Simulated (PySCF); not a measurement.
## Boron: a sound run and one with changed settings

Sound run: B(2+) [He] 2s1, B(3+) 1s2. Computed with PySCF 2.14 in def2-SVP (3s2p1d, 14 functions), with the non-relativistic Hamiltonian (point nucleus). The sound run starts from symmetry-adapted Hartree-Fock orbitals and uses a fine grid where one is needed.

A second run was set up differently.

```
species  method  sound run (hartree)  changed run (hartree)  converged
  B(2+)     UHF            -23.34714              -23.34714        yes
  B(2+)  M06-2X            -23.40420              -23.39508        yes
  B(2+)   M06-L            -23.41349              -23.42983        yes
  B(3+)     UHF            -21.97606              -21.97606        yes
  B(3+)  M06-2X            -22.02106              -21.99887        yes
  B(3+)   M06-L            -22.05909              -22.11370        yes
```

Ionisation energy of B(2+):

```
method  sound run (eV)  changed run (eV)
   UHF          37.309            37.309
M06-2X          37.637            37.993
 M06-L          36.855            35.814
```

**Question.** What was changed?
A. all electrons correlated in a valence basis
B. radial grid too coarse
C. basis contracted for another Hamiltonian
D. minimal basis

**Answer.** B. It used radial step 0.8 in ln r (0.13 in the sound run). A coarse radial grid mis-integrates the density and the exchange-correlation energy, with errors of either sign; Hartree-Fock needs no grid.
